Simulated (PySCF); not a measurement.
C4H4OSe, SMILES O=C[C@@H]1C=C[Se]1. Atoms are numbered in the order given.

```xyz
10

O     -1.9410     0.7950    -1.6936
C     -1.8158     0.3429    -0.5863
C     -0.6743     0.6837     0.3372
C      0.4466     1.5078    -0.2430
C      1.4754     0.6524    -0.2272
Se     0.5773    -0.8638     0.5249
H     -2.5594    -0.3804    -0.1637
H     -1.0431     0.9964     1.3277
H      0.3918     2.5370    -0.6069
H      2.5183     0.7359    -0.5393
```
Charge 0, spin multiplicity 1.

Geometry optimised at ωB97X-D3(BJ)/def2-SVP. The structure was generated by enumeration; whether it is a known compound was not checked. The values are those of a single conformer.

Computed with HF/def2-TZVP (PySCF).

ESP charges are fitted to the potential on shells at 1.4 to 2.0 van der Waals radii. Atomic charges (e):

```
atom  ESP fit  meta-Löwdin  Mulliken
----  -------  -----------  --------
O1      -0.44        -0.46     -0.40
C2       0.32         0.37      0.17
C3       0.29        -0.17      0.06
C4      -0.55        -0.12     -0.23
C5      -0.03        -0.20     -0.15
Se6     -0.16         0.13      0.01
H7       0.05         0.07      0.09
H8       0.04         0.12      0.14
H9       0.28         0.13      0.15
H10      0.20         0.13      0.16
```

Computed Mayer and Wiberg (Löwdin basis) orders of the bonds:
```csv
bond,Mayer,Wiberg
O1–C2,2.03,2.74
C2–C3,0.93,1.22
C3–C4,0.97,1.16
C4–C5,2.03,2.06
C3–Se6,0.91,1.15
C5–Se6,1.05,1.33
C2–H7,1.00,0.87
C3–H8,0.94,0.83
C4–H9,0.95,0.86
C5–H10,0.94,0.90
```
